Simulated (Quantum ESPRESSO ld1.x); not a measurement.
Results of a calculation; reference values are marked as such.
These are the eigenvalues of the occupied orbitals of an atom or ion with whole-number occupations (Ry). Code: ld1.x of Quantum ESPRESSO 7.5. Model: non-relativistic Kohn-Sham, LDA (Slater exchange, Perdew-Zunger correlation), spin-polarised, spherical densities, point nucleus.

1s up: -1065.31
1s down: -1065.30
2s up: -177.984
2s down: -177.828
2p up: -165.613
2p down: -165.496
3s up: -56.7405
3s down: -56.5565
3p up: -52.4245
3p down: -52.2340
3d up: -45.3093

Which element is it, and in what charge state? The configuration may be excited. Open shells, if any, are filled with parallel spins first.

Answer. Z = 36, krypton, charge +17: Kr17+ in [Ar] 3d1. The list shows which subshells hold electrons but not how many an open one holds; the 1s level, -532.65 hartree, gives Z - s = 32.6 by -(Z - s)^2/2, which with screening narrows Z to a few neighbours, and the depths of the outer levels then fix element, charge and occupations together.
